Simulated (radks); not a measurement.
Question: The table gives one normalised radial function P(r) = r R(r) of Cs26+ in [Ar] 3d10 4s1 (r in bohr). Method: scalar-relativistic Kohn-Sham, LDA (Slater exchange, VWN5 correlation), spin-polarised, spherical densities, finite nucleus; open shells are filled with parallel spins first (spin-orbit coupling, left out, can overturn this in heavy ions); Fermi nuclear charge, rms radius 4.8041 fm; computed with a radial shooting solver on a logarithmic mesh with Libxc functionals.

r	P
0.001029	0.1585
0.001487	0.2161
0.002131	0.2891
0.003079	0.3823
0.004413	0.4893
0.006377	0.6040
0.00914	0.6962
0.0131	0.7212
0.01893	0.6028
0.02713	0.2679
0.0392	-0.3135
0.05618	-0.9433
0.08118	-1.1889
0.1164	-0.5363
0.1681	0.9284
0.241	2.0245
0.3482	1.7705
0.499	0.7536
0.721	0.1289
1.033	0.0070
1.493	0.0001

Which n and l does it have? It may be an empty orbital.

Answer: n = 3, l = 0: the number of nodes gives n - l - 1 = 2, the rise at small r (about r^(l+1), flatter next to the nucleus through relativity) gives l, and the extent must fit the shell. The curve is that of 3s down; the table hardly tells the two spins apart. 3s down: eigenvalue -1959.9 eV, 2 radial nodes at r = 0.0327, 0.135 bohr, <r> = 0.295 bohr, 90 % of the charge inside 0.431 bohr.
